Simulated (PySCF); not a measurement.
Ligands exchanged one at a time, Ge OH-OCH3. All species are isolated molecules in the gas phase. One relaxed conformer stands for each flexible species; it need not be the lowest. Strings in code marks are SMILES.

The four lowest singlet excitations (Tamm–Dancoff). Computed with PBE-D3(BJ)/def2-TZVP // PBE0-D3(BJ)/def2-SVP run with PySCF. Excitations are Tamm–Dancoff values on a coarser integration grid. The basis has no diffuse functions, so Rydberg states are missing or too high.

```tsv
state	energy (eV)	wavelength (nm)	oscillator strength
S1	6.28	197	0.014
S2	6.29	197	0.014
S3	6.71	185	0.000
S4	6.80	182	0.100
```

Identify which member gives these states.
(A) `C[O][Ge]([OH])([OH])[OH]`
(B) `C[O][Ge]([OH])([O]C)[O]C`
(C) `[OH][Ge]([OH])([OH])[OH]`
(D) `C[O][Ge]([OH])([OH])[O]C`

C, `[OH][Ge]([OH])([OH])[OH]`
